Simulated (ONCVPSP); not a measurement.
# aluminium (Al): excitation energies, all-electron against ONCV

Al (Z = 13), optimised norm-conserving Vanderbilt (ONCV), made with ONCVPSP 4.0.1 (PBE, scalar-relativistic). Core [Ne], reference 3s1 (charge +2). Waves: 3s: rc 1.50 bohr, ncon 4, nbas 9, qcut 5.4 1/bohr, 2 projectors, debl 3.9 Ha; p scattering state at 0.03 Ha: rc 1.55 bohr, ncon 4, nbas 8, qcut 6.3 1/bohr, 2 projectors, debl 2.7 Ha; d scattering state at 0.18 Ha: rc 1.45 bohr, ncon 3, nbas 6, qcut 6.3 1/bohr, 2 projectors, debl 1 Ha. Local part: polynomial inside 1.35 bohr (lpopt 5, dvloc0 2 Ha). Core correction: none.

In the p channel the program set the typed energies aside and used 0.050, 2.750 Ha.

Energies are relative to the spin-unpolarised reference configuration 3s1; without spin polarisation the order of configurations can differ from experiment.

| valence configuration | charge | ΔE all-electron (eV) | error AE − PS (meV) |
| --- | --- | --- | --- |
| 3s2 | +1 | -19.225 | +43 |
| 3s2 3p0.5 | +0.5 | -22.901 | +57 |
| 3s1 3p2 | 0 | -19.847 | +65 |

What are ΔE and the potential's error for 3s2 3p1?

ΔE = -24.987 eV all-electron; the error (AE − PS) is +64 meV.

Levels in the configuration 3s2:

| level | all-electron (eV) | pseudo (eV) |
| --- | --- | --- |
| 3s | -14.811 | -14.856 |

Note: ghosts flagged at negative energy: s at -83.1 eV; GHOST(+) flags only above 600 eV. A true bound ghost makes a file unfit for plane-wave use.
